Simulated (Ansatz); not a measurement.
Basis-set extrapolation for C₃H₇BFN, SMILES `NCB/C=C/F` (PBE0-D4/def2-TZVP geometry, frozen core, Ansatz). Multiplicity 1, RHF reference.

|  | def2-TZVPP | def2-QZVPP |
| --- | --- | --- |
| HF | -296.337029 | -296.350567 |
| MP2 correlation | -1.047794 | -1.124695 |
| CCSD(T) correlation | -1.133928 | not run |

Energies in hartree. Use E(X) = E(∞) + A·exp(−7.88·√X) for Hartree–Fock and E(X) = E(∞) + B·X^(−2.97) for correlation, with X = 3 and 4, and add CCSD(T) minus MP2 of the smaller set to the MP2 limit.

Q: What is the CCSD(T) energy at the basis-set limit?

A: HF limit: -296.350567 + (-0.013538) × 0.13774 = -296.35243. MP2 limit: -1.124695 + (-0.076901) × 0.74074 = -1.18166. Higher-order term: -1.133928 − (-1.047794) = -0.08613. Total: -297.62022 hartree, 93.7 kcal/mol below CCSD(T)/def2-TZVPP.
